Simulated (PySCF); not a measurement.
PySCF input for GeF3I, SMILES [F][Ge]([I])([F])[F], PBE-D3(BJ)/def2-SVP. Geometry optimised at PBE-D3(BJ)/def2-SVP. The def2 effective core potentials stand for the cores of I; spin–orbit coupling is left out.

```python
import numpy as np
from pyscf import gto, scf, dft, df
from pyscf.hessian import thermo

mol = gto.M(
    atom='''
    F     1.38839725   -0.80159153    1.67017459
    Ge    0.00000000   -0.00000000    1.01293962
    F    -1.38839725   -0.80159153    1.67017459
    F    -0.00000001    1.60318306    1.67017458
    I    -0.00000000   -0.00000000   -1.46242984
    ''',
    basis='def2-SVP',
    ecp={'I': 'def2-svp'},
    charge=0,
    spin=0,
    max_memory=1600,
    verbose=3,
)
mf = dft.RKS(mol, xc='pbe').density_fit(auxbasis='def2-universal-jkfit')
mf.disp = 'd3bj'
mf.grids.level = 3
mf.conv_tol = 1e-11
mf.max_cycle = 100
mf.kernel()

# [left out here: the lines that compute and print the analytic Hessian (its translational invariance restored by hand, since the grid's response is missing), thermochemistry and intensities]
```

Output:

```
converged SCF energy = -2673.2797613644

WARN: DFTD3 does not support analytical Hessian, using finite difference


WARN: Mole.unit (angstrom) is changed to Bohr

Mode                                 0                   1                   2
Irrep
Freq [cm^-1]                      130.1310            130.1364            200.2061
Reduced mass [au]                  22.7118             22.7103             29.2626
Force const [Dyne/A]                0.2266              0.2266              0.6911
Char temp [K]                     187.2295            187.2373            288.0520
Normal mode                   x     y     z       x     y     z       x     y     z
       0   F                -0.01  0.02  0.14    0.02  0.01 -0.08   -0.03  0.01  0.10
       1  Ge                 0.04  0.00  0.00   -0.00  0.04  0.00    0.00  0.00  0.02
       2   F                -0.01 -0.02 -0.14   -0.02  0.01 -0.08    0.03  0.01  0.10
       3   F                 0.02 -0.00  0.00   -0.00 -0.02  0.16   -0.00 -0.03  0.10
       4   I                -0.02 -0.00  0.00    0.00 -0.02  0.00   -0.00 -0.00 -0.06
Mode                                 3                   4                   5
Irrep
Freq [cm^-1]                      221.8629            221.8695            300.2610
Reduced mass [au]                  21.9344             21.9356             39.7140
Force const [Dyne/A]                0.6361              0.6362              2.1096
Char temp [K]                     319.2113            319.2208            432.0088
Normal mode                   x     y     z       x     y     z       x     y     z
       0   F                -0.00 -0.10 -0.01    0.09  0.10 -0.00   -0.05  0.03  0.04
       1  Ge                 0.05  0.00 -0.00    0.00 -0.05  0.00    0.00 -0.00 -0.09
       2   F                 0.00  0.09  0.01   -0.09  0.11 -0.00    0.05  0.03  0.04
       3   F                -0.16  0.00 -0.00   -0.00 -0.06  0.01   -0.00 -0.06  0.04
       4   I                -0.00 -0.00  0.00   -0.00  0.00 -0.00   -0.00  0.00  0.03
Mode                                 6                   7                   8
Irrep
Freq [cm^-1]                      690.9236            738.1764            738.1832
Reduced mass [au]                  20.8004             23.4172             23.4173
Force const [Dyne/A]                5.8503              7.5181              7.5182
Char temp [K]                     994.0853           1062.0715           1062.0812
Normal mode                   x     y     z       x     y     z       x     y     z
       0   F                 0.10 -0.06  0.05   -0.11  0.07 -0.05   -0.06  0.04 -0.03
       1  Ge                -0.00  0.00 -0.04    0.06 -0.00 -0.00   -0.00 -0.06 -0.00
       2   F                -0.10 -0.06  0.05   -0.11 -0.06  0.05    0.07  0.04 -0.03
       3   F                 0.00  0.11  0.05   -0.00  0.00  0.00    0.00  0.15  0.06
       4   I                 0.00  0.00  0.00   -0.00  0.00 -0.00    0.00  0.00 -0.00
temperature 298.1500 [K]
pressure 101325.00 [Pa]
Rotational constants [GHz] 3.44995 0.87578 0.87578
Symmetry number 3
Zero-point energy (ZPE) 0.00768 [Eh]   20167.544 [J/mol]
                           tot       elec      trans        rot        vib
Entropy [J/mol/K]       350.188      0.000    177.929    112.982     59.276
Cv [J/mol/K]             80.746      0.000     12.472     12.472     55.803
Cp [J/mol/K]             89.061      0.000     20.786     12.472     55.803
Internal energy [J/mol]                      3718.434   3718.434  29894.069
Internal energy [Eh]   -2673.26554  -2673.27976
Enthalpy [J/mol]                             6197.391   3718.434  29894.069
Enthalpy [Eh]          -2673.26460
Gibbs free energy [J/mol]                  -46852.240 -29967.293  12220.947
Gibbs free energy [Eh] -2673.30437
mode   freq/cm-1   IR/(km/mol)
   1      130.13         1.323
   2      130.14         1.322
   3      200.21         7.735
   4      221.86        13.194
   5      221.87        13.195
   6      300.26        82.478
   7      690.92        82.043
   8      738.18        67.249
   9      738.18        67.239
max |gradient| / (hartree/bohr): 0.00016295897086992037
APT charges: [-0.5714  1.9299 -0.5714 -0.5714 -0.2159]
```

The calculation finished and met its thresholds.

Cost: roughly 80 core-seconds.
